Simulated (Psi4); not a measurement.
Psi4 was given this input:
```
memory 2 GB

molecule mol {
0 1
F     1.282494   -1.068436   -0.111725
Ge   -0.000000   -0.000000   -0.000000
F     0.580416    1.569038    0.008099
F    -1.017721   -0.211356   -1.310878
F    -0.845188   -0.289246    1.414504
}

set {
  basis cc-pvdz
  reference rhf
}

energy('scf')
print_variables()
```

**Question.** Predict the nuclear repulsion energy from Psi4 with HF/cc-pVDZ.

**Answer.** 458.5272 Eh

**Question.** Estimate the dipole moment that HF/cc-pVDZ returns for this input.

**Answer.** 0.00 D

**Question.** Predict the total energy from HF/cc-pVDZ.

**Answer.** -2472.703902 Ha

**Question.** What number of basis functions does HF/cc-pVDZ give?

**Answer.** 83
